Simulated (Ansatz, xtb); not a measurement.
Redistribution: C2H5I + CH3I → CH2I2 + C2H6

Species: C2H5I (iodoethane) `CCI`, singlet; CH3I `CI`, singlet; CH2I2 (diiodomethane) `ICI`, singlet; C2H6 (ethane) `CC`, singlet. The partners trade CH3 for I; both sit on C, so the bond types are kept.

Shapes, held fixed at every level: PBE0-D4/def2-TZVP. Programs: Ansatz 0.2.0, xtb 6.7.1. The zero-point and thermal change to 298 K, harmonic and unscaled (PBE0-D4/def2-TZVP), is -0.4 kJ/mol.

(1) Estimate the reaction enthalpy at 298 K.

## Answers

(1) From tabulated heats of formation (Active Thermochemical Tables, CRC Handbook of Chemistry and Physics), ΔH(298 K) = +27.8 kJ/mol. Nearest: HF/def2-TZVPP (+1.0); farthest: GFN0-xTB (-16.1). 8 of 9 levels lie within 10 kJ/mol. The tabulated value of CH2I2 is in doubt (older tables, estimates, or at odds with other calculations) and kept here. For atoms past krypton def2 sets carry core potentials with scalar relativity. Outer-core shells of I are correlated in most correlated rows, in sets that cover them unevenly.

```csv
level,kind,ΔH (kJ/mol),computed − measured
GFN0-xTB,semi-empirical,+11.7,-16.1
HF/def2-SVP,Hartree–Fock,+29.7,+1.8
HF/def2-TZVPP,Hartree–Fock,+28.8,+1.0
SPW92/def2-TZVPP,LDA,+19.3,-8.5
r2SCAN-D4/def2-TZVPP,meta-GGA,+21.6,-6.2
BHLYP-D4/def2-TZVPP,global hybrid,+20.6,-7.3
MP2/def2-TZVPP,perturbation theory,+17.9,-9.9
CCSD(T)/def2-SVP,coupled cluster or CI,+21.1,-6.7
CCSD(T)/def2-TZVPP,coupled cluster or CI,+21.2,-6.7
```
